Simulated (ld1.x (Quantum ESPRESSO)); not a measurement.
Transferability test, ultrasoft potential for cobalt (Co)

- Element: Co
- Generator: ld1.x (Quantum ESPRESSO) 7.5
- Type: ultrasoft
- Functional: LDA (PZ)
- Relativity: scalar-relativistic
- Frozen core: [Ar]
- Valence charge: 9
- Reference configuration: 3d7 4s1 4p0 (charge +1)
- Partial waves: 4s (bound): rcut 2.10, rcutus 2.35 bohr; 4s channel at -0.4 Ry: rcut 2.10, rcutus 2.35 bohr; 4p (bound, empty): rcut 2.95, rcutus 3.10 bohr; 4p channel at 0.2 Ry: rcut 2.95, rcutus 3.10 bohr; 3d (bound): rcut 0.85, rcutus 1.05 bohr; 3d channel at 1.4 Ry: rcut 0.85, rcutus 1.05 bohr
- Local potential: all-electron potential smoothed inside 2.65 bohr (lloc = -1)
- Core correction: a·sin(br)/r model core inside 0.60 bohr
- Augmentation charge: built from norm-conserving waves at rcut, not smoothed further

Energies are relative to the spin-unpolarised reference configuration 3d7 4s1 4p0; without spin polarisation the order of configurations can differ from experiment. Spin-polarised rows fill each open shell by Hund’s rule, majority spin first.

```csv
valence configuration,charge,ΔE all-electron (eV),error AE − PS (meV)
3d7 4s2 4p0,0,-9.296,-7.7
3d6 4s0 4p0,+3,53.273,-169
3d8 4s0 4p0,+1,-2.590,-153
3d7 4s1.5 4p0,+0.5,-5.574,-2.2
3d6 4s2 4p1,0,0.476,-325
3d7 4s1 4p0 (spin-polarised),+1,-2.579,+106
3d7 4s2 4p0 (spin-polarised),0,-11.279,+117
```

(1) What are ΔE and the potential's error for 3d7 4s0 4p0?

(2) What are ΔE and the potential's error for 3d7 4s1 4p1?

Levels in the configuration 3d7 4s2 4p0:

```json
{"level": "3d", "all-electron (eV)": "-8.459", "pseudo (eV)": "-8.515"}
{"level": "4s", "all-electron (eV)": "-5.680", "pseudo (eV)": "-5.667"}
```

Results:

(1) ΔE = 17.085 eV all-electron; the error (AE − PS) is -21 meV.

(2) ΔE = -4.867 eV all-electron; the error (AE − PS) is -2.9 meV.
